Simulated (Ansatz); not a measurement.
`CC(C)N[Si](Cl)(Cl)Cl` → `N[Si](Cl)(Cl)Cl` + `C=CC` at 600 K and 1 bar (alkene loss).

Program: Ansatz. Geometries: PBE0-D4/def2-TZVP. ΔE: electronic, gas phase. CBS: MP2 limit from def2 TZ/QZ plus the TZ coupled-cluster correction, frozen cores. Each species was taken in one conformer, which may not be the lowest.

```csv
species,CCSD(T)/CBS energy (Eh),H − E (kJ/mol),S (J/(mol·K))
`CC(C)N[Si](Cl)(Cl)Cl`,-1842.29631,401.0,601.7
`N[Si](Cl)(Cl)Cl`,-1724.51858,140.0,440.9
`C=CC`,-117.74610,248.6,323.1
```

H − E and S are ideal-gas, rigid-rotor, harmonic terms from PBE0-D4/def2-TZVP, for one conformer and one mirror image of each species. 1 Eh = 2625.50 kJ/mol, R = 8.31446 J/(mol·K).

Question: By hand: ΔE, ΔH, ΔS and ΔG.

Answer: ΔE = (-1724.51858) + (-117.74610) − (-1842.29631) = 0.03163 Eh = 83.0 kJ/mol. Δ(H − E) = 140.0 + 248.6 − 401.0 = -12.4, so ΔH = 70.6 kJ/mol. ΔS = 440.9 + 323.1 − 601.7 = 162.3 J/(mol·K). ΔG = 70.6 − 600 × (162.3)/1000 = -26.8 kJ/mol.

Question: By hand: the equilibrium constant, and the temperature at which ΔG would vanish if ΔH and ΔS stayed fixed.

Answer: log₁₀ K = −ΔG/(RT ln 10) = 2.3. ΔG = 0 at ΔH/ΔS = 435 K.

The number of gas molecules changes by +1, which sets the sign of ΔS. A doubt of 5 kJ/mol in ΔE shifts log₁₀ K by 0.4 here. Other conformers and mirror images would add mixing entropy, several J/(mol·K) or more a flexible species. Modes under 60 cm⁻¹, often nearly free rotors, make the harmonic entropy too high. These are equilibria of isolated gas molecules and say nothing of rates. Largest T1 diagnostic: 0.010 (customary marks: 0.02 for closed shells, 0.045 for open ones).
